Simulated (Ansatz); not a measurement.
SiMe3(NHtBu) (C₇H₁₉NSi), 28 atoms. Hardware: 2 threads of AMD EPYC 7R13 on a shared host and a share (18 GiB) of an NVIDIA H100 80GB HBM3.

Correlated methods freeze 13 core orbitals.

Task: How many basis functions does each of these Ansatz runs have, and roughly what does it cost? PBE-D4/def2-SVP, charge 0 singlet, energy, from earlier orbitals; PBE0-D4/def2-TZVP, charge 0 singlet, energy and forces, from earlier orbitals; ωB97X-V/def2-TZVP, charge 0 singlet, energy, from earlier orbitals; PBE-D4/def2-TZVP, charge 0 triplet at the geometry of the charge 0 singlet, energy, from earlier orbitals; PBE0-D4/def2-TZVP, charge -1 doublet at the geometry of the charge 0 singlet, energy; PBE0-D4/def2-SVP, charge 0 singlet, energy, from earlier orbitals; PBE0-D4/def2-TZVP, charge 0 triplet at the geometry of the charge 0 singlet, energy; PBE-D4/def2-TZVP, charge 1 doublet at the geometry of the charge 0 singlet, energy, from earlier orbitals; CCSD(T)/def2-TZVP, charge 0 singlet, energy, from earlier orbitals; r2SCAN-D4/def2-SVP, charge 0 singlet, relaxation, 5 steps; ωB97X-V/def2-TZVP, charge 1 doublet at the geometry of the charge 0 singlet, energy, from earlier orbitals; PBE0-D4/def2-TZVP, charge 1 doublet at the geometry of the charge 0 singlet, energy.

Result: Other jobs shared the machine, so times can vary by a factor of up to 3.

```tsv
run	functions	fitting or Cholesky vectors	wall time	peak host memory (GiB)
PBE0-D4/def2-TZVP, charge 0 singlet, energy and forces, from earlier orbitals	399	2519	3.1 s	1.1
PBE-D4/def2-SVP, charge 0 singlet, energy, from earlier orbitals	225	2576	3.3 s	0.89
PBE0-D4/def2-SVP, charge 0 singlet, energy, from earlier orbitals	225	2576	3.9 s	0.89
PBE-D4/def2-TZVP, charge 0 triplet at the geometry of the charge 0 singlet, energy, from earlier orbitals	399	2503	8 s	1
ωB97X-V/def2-TZVP, charge 1 doublet at the geometry of the charge 0 singlet, energy, from earlier orbitals	399	2503	8.5 s	1.2
PBE0-D4/def2-TZVP, charge 1 doublet at the geometry of the charge 0 singlet, energy	399	2519	8.5 s	1
ωB97X-V/def2-TZVP, charge 0 singlet, energy, from earlier orbitals	399	2503	9 s	1.1
r2SCAN-D4/def2-SVP, charge 0 singlet, relaxation, 5 steps	225	2576	10 s	0.92
PBE-D4/def2-TZVP, charge 1 doublet at the geometry of the charge 0 singlet, energy, from earlier orbitals	399	2503	12 s	1
PBE0-D4/def2-TZVP, charge -1 doublet at the geometry of the charge 0 singlet, energy	399	2519	13 s	1.1
PBE0-D4/def2-TZVP, charge 0 triplet at the geometry of the charge 0 singlet, energy	399	2519	14 s	1
CCSD(T)/def2-TZVP, charge 0 singlet, energy, from earlier orbitals	399	2747	22 s	1.9
```
